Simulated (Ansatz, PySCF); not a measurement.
Gas-phase reaction (SMILES): CB(S)S [methyl-bis(sulfanyl)borane] → [CH2-]B(S)S + H+; deprotonation at the site shown.

Each molecule is optimised on its own at B3LYP-D3(BJ)/def2-TZVP (Ansatz, a program for electronic structure), one conformer each, not searched for the lowest. Valence correlation only, unless marked. Spin-orbit coupling is left out. Non-relativistic. Basis-set limits of correlation are two-point, X^-3; Hartree-Fock from the larger set. Anions need diffuse functions, of which def2-TZVPD holds fewer than the aug- sets. Thermal terms are rigid-rotor harmonic-oscillator values from B3LYP-D3(BJ) frequencies (Ansatz or PySCF) at 298.15 K and 1 atm. 1 Eh = 627.5095 kcal/mol. The proton has no electrons: its energy is zero and its thermal terms are those of translation.

```json
[
 {"species": "CB(S)S", "E, CCSD(T)/CBS(aug-cc-pV(T+d)Z,aug-cc-pV(Q+d)Z) (Ansatz) (Eh)": "-861.46367", "E, PBE0-D4/def2-TZVPD (Ansatz + dftd4) (Eh)": "-862.11126", "H - E (Eh)": "0.06757"},
 {"species": "[CH2-]B(S)S", "E, CCSD(T)/CBS(aug-cc-pV(T+d)Z,aug-cc-pV(Q+d)Z) (Ansatz) (Eh)": "-860.87342", "E, PBE0-D4/def2-TZVPD (Ansatz + dftd4) (Eh)": "-861.51792", "H - E (Eh)": "0.05373"},
 {"species": "H+", "E, CCSD(T)/CBS(aug-cc-pV(T+d)Z,aug-cc-pV(Q+d)Z) (Ansatz) (Eh)": "0.00000", "E, PBE0-D4/def2-TZVPD (Ansatz + dftd4) (Eh)": "0.00000", "H - E (Eh)": "0.00236"}
]
```

Work out ΔE and ΔH at 298.15 K at the first level, then ΔH at the second.


1. ΔE = [(-860.87342) + (0.00000)] - [(-861.46367)] = 0.59025 Eh = 370.4 kcal/mol at CCSD(T)/CBS(aug-cc-pV(T+d)Z,aug-cc-pV(Q+d)Z).
2. The terms H - E add up to -0.01148 Eh, so ΔH = (0.59025 + (-0.01148))×627.5095 = 363.2 kcal/mol.
3. At PBE0-D4/def2-TZVPD the same steps give ΔE = 372.3 and ΔH = 365.1 kcal/mol, a shift of +1.9 from the first level.
4. These values are not checked against measurement here, since the tables used lack a sound gas-phase enthalpy of formation for at least one species, or one in the same ion convention.
